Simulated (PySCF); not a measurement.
# 3-chlorotoluene (SMILES c1ccc(C)cc1Cl)

Geometry (Å), atoms numbered from 1 in this order:
```xyz
15

C     1.948    0.309    0.060
C     0.448    0.272    0.092
C    -0.245   -0.944    0.073
C    -1.636   -0.974    0.134
C    -2.369    0.207    0.213
C    -1.680    1.418    0.229
Cl   -2.568    2.906    0.320
C    -0.289    1.458    0.168
H     2.360   -0.554   -0.481
H     2.362    0.284    1.082
H     2.320    1.226   -0.420
H     0.315   -1.880    0.006
H    -2.162   -1.932    0.116
H    -3.459    0.200    0.259
H     0.218    2.426    0.179
```

Computed with PySCF, quadratic response CAM-B3LYP/aug-cc-pVDZ first hyperpolarisability, Taylor convention, gas phase. Geometry: PBE0-D3(BJ)/def2-SVP.

Q: Give the tensor of the second harmonic β(−2ω;ω,ω) at 1064 nm in the axes of these coordinates.

A: In au, Taylor convention; rows are the first index (the induced dipole):
```tsv
	xx	yy	zz	xy	xz	yz
x	+36.8	-71.3	+5.3	+45.8	-1.5	-3.3
y	+45.3	+116.9	+31.4	-71.8	-3.3	+11.3
z	-1.0	+11.8	-2.8	-3.4	+5.0	+30.5
```
Norm of βᵢ = ⅓ Σⱼ (βᵢⱼⱼ + βⱼᵢⱼ + βⱼⱼᵢ): 195.8 au, hyper-Rayleigh value 82.1 au.
